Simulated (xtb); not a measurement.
CH4N, charge -1, singlet, at a GFN2-xTB geometry. Base run: GFN2-xTB (xtb 6.7.1).

xtb was given this input:
```
$ xtb mol.xyz --gfn 2 --chrg -1 --json

# file mol.xyz
6

C     -0.08198403     0.82858640    -0.00681169
N      0.04689124    -0.73190230     0.00619811
H     -0.49812098    -1.02854792     0.82390464
H     -0.50963896    -1.04302318    -0.79826373
H      0.59202741     1.11962037     0.87526805
H      0.57939804     1.10374838    -0.90342560
```

Each row names what was changed in the base input (with any setting that the change needs).

```tsv
change	ΔE vs base (kcal/mol)	HOMO-LUMO gap (eV)	G_solv (kcal/mol)	SCF cycles
base	0.000	7.95	-	10
alpb = chcl3	-64.5	8.06	-65.01	9
alpb = water	(withheld)	(withheld)	(withheld)	11
gbsa = chcl3	-62.41	8.03	-63.21	9
alpb = dmf	-62.71	8.11	-63.56	10
```

### Question
What belongs in the gaps?

### Answer

- alpb = water, ΔE vs base (kcal/mol): -75.3
- alpb = water, HOMO-LUMO gap (eV): 8.18
- alpb = water, G_solv (kcal/mol): -77.46

ALPB and GBSA are two models with their own fitted parameters for each solvent, which aren't always the measured dielectric constant.
